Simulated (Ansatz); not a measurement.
Reaction (formal exchange of groups at the Si–N bond): `CN[SiH2]NC` + `C=[CH][GaH2]` → `CN[SiH2][GaH2]` + `C=CNC`

Computed with Ansatz on PBE0-D4/def2-TZVP structures; ΔE is electronic, products minus reactants. CCSD(T)/CBS is the MP2 limit (def2-TZVPP, def2-QZVPP) plus CCSD(T) − MP2 in def2-TZVPP, frozen cores. DFT in def2-TZVPP. B3LYP here is the variant with VWN-RPA as its local correlation; programs differ in this. For Ga outer-core shells are correlated without core-valence functions, which leaves a few kJ/mol of doubt a bond. Scalar relativity is left out up to krypton. One conformer a species, not always the lowest.

**Question.** Is it downhill or uphill in electronic energy at CCSD(T)/CBS, and by how much? (An estimate is asked.)

**Answer.** Computed: Uphill: ΔE = +88.9 kJ/mol.

**Question.** What do these levels give: B3LYP-D4, PBE, B3LYP, SCS-MP2/def2-TZVPP, MP2/def2-QZVPP, SCS-MP2/def2-QZVPP? (Estimate.)

**Answer.** Computed: B3LYP-D4 73.2, PBE 52.1, B3LYP 70.5, SCS-MP2/def2-TZVPP 95.0, MP2/def2-QZVPP 95.9, SCS-MP2/def2-QZVPP 96.2 kJ/mol.

Largest T1 diagnostic among the species: 0.013.

From PBE to PBE0 (25 % exact exchange), in def2-TZVPP and without D4, ΔE moves by +9.0 kJ/mol.
